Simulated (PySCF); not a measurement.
# Shapes and spin states of Fe₂S

Level of theory: B3LYP in PySCF with S def2-SVP, Fe def2-SVP; no relativity; density-fitted integrals.

Relaxations began from a few typed shapes and spin states; open shells are unrestricted. The search is not exhaustive: other isomers or separated fragments can lie lower, and high-lying points may rest on an excited occupation.

Question: Which is the lowest minimum found?
A. singlet (closed shell, unstable to spin polarisation) C2v: Fe–Fe 2.789 Å, S–Fe 2.035 Å (×2); Fe–Fe–S 46.8° (×2), Fe–S–Fe 86.5°
B. septet (⟨S²⟩ 12.50) C2v: Fe–Fe 2.744 Å, S–Fe 2.180 Å (×2); Fe–Fe–S 51.0° (×2), Fe–S–Fe 78.0°
C. singlet (closed shell, unstable to spin polarisation) C2v: Fe–Fe 2.184 Å, S–Fe 2.141 Å (×2); Fe–Fe–S 59.3° (×2), Fe–S–Fe 61.3°
D. singlet (closed shell, unstable to spin polarisation) D∞h: S–Fe 2.001 Å (×2); Fe–S–Fe 180.0°

Answer: B. The others lie at 461.2 (singlet C2v), 585.8 (singlet C2v), 659.2 (singlet D∞h, a saddle point) kJ/mol above it.

For the lowest minimum: the determinant is spin-contaminated (⟨S²⟩ = 12.50, pure value 12.00). Other spin states or occupations of the open shell can lie lower.

The electron or spin density has lower symmetry than the nuclear frame for the singlet (closed shell, unstable to spin polarisation) C2v at 461.2 kJ/mol, singlet (closed shell, unstable to spin polarisation) D∞h at 659.2 kJ/mol.
